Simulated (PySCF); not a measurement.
B(F)(OMe)(OSiH3) (CH₆BFO₂Si), SMILES COB(F)O[SiH3].

Coordinates come from a r2SCAN-D4/def2-SVP optimisation. The structure was generated by enumeration, and PubChem lists no compound with its InChIKey, so it may never have been made. The values are those of a single conformer.

Two levels are set side by side: TDA-PBE/def2-SVPD (PySCF) and TDA-PBE0/def2-SVPD (PySCF). Vertical, same geometry. The lowest singlet is HOMO→LUMO 100 % with PBE and HOMO→LUMO 92 % with the other functional; states are paired by order. Differences are taken from unrounded values.

```
quantity                               TDA-PBE
-------------------------------------  -------
lowest singlet excitation (eV)            6.60
lowest triplet excitation (TDA) (eV)      6.47
first bright state (f over 0.05) (eV)     7.97
its oscillator strength                   0.09
```

These are the TDA-PBE values. What does TDA-PBE0 give? (Estimate from the structure and the level; the computed values follow.)


```tsv
quantity	TDA-PBE0	TDA-PBE minus TDA-PBE0
lowest singlet excitation (eV)	7.58	-0.97
lowest triplet excitation (TDA) (eV)	7.24	-0.77
first bright state (f over 0.05) (eV)	8.81	-0.84
its oscillator strength	0.09	0.00
```

Functionals without exact exchange tend to place singlet excitations lower, as here. Differences between two approximate levels are no errors against the true value.

Rough cost on one machine, each run with all the roots and properties that it gave: TDA-PBE0 against TDA-PBE about 3 times.
